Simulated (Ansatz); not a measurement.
`C=C(F)BCl` + H₂S → `SBCl` + `C=CF` at 600 K and 1 bar (ligand exchange at a B–C bond).

Gas-phase electronic energies from Ansatz, PBE0-D4/def2-TZVP geometries. CCSD(T)/CBS adds triple-zeta CCSD(T) − MP2 to the extrapolated MP2 energy (def2 sets, frozen cores). This one scheme is used for every species. Each species was taken in one conformer, which may not be the lowest.

```
    species  CCSD(T)/CBS energy (Eh)  H − E (kJ/mol)  S (J/(mol·K))
`C=C(F)BCl`               -662.28140           176.9          388.0
        H₂S               -398.97279            60.8          230.9
     `SBCl`               -883.61129            96.4          327.7
     `C=CF`               -177.66469           146.9          296.5
```

H − E and S are ideal-gas, rigid-rotor, harmonic terms from PBE0-D4/def2-TZVP, for one conformer and one mirror image of each species. 1 Eh = 2625.50 kJ/mol, R = 8.31446 J/(mol·K).

**Question.** By hand: ΔE, ΔH, ΔS and ΔG.

**Answer.** ΔE = (-883.61129) + (-177.66469) − (-662.28140) − (-398.97279) = -0.02179 Eh = -57.2 kJ/mol. Δ(H − E) = 96.4 + 146.9 − 176.9 − 60.8 = 5.6, so ΔH = -51.6 kJ/mol. ΔS = 327.7 + 296.5 − 388.0 − 230.9 = 5.3 J/(mol·K). ΔG = -51.6 − 600 × (5.3)/1000 = -54.8 kJ/mol.

**Question.** By hand: the equilibrium constant, and the temperature at which ΔG would vanish if ΔH and ΔS stayed fixed.

**Answer.** log₁₀ K = −ΔG/(RT ln 10) = 4.8. ΔH and −TΔS have one sign here, so there is no such temperature. One of them is within its doubt of zero, so this could turn.

The number of gas molecules stays the same, so ΔS is small and ΔH decides. A doubt of 5 kJ/mol in ΔE shifts log₁₀ K by 0.4 here. Other conformers and mirror images would add mixing entropy, several J/(mol·K) or more a flexible species. These are equilibria of isolated gas molecules and say nothing of rates. Largest T1 diagnostic: 0.013 (customary marks: 0.02 for closed shells, 0.045 for open ones).
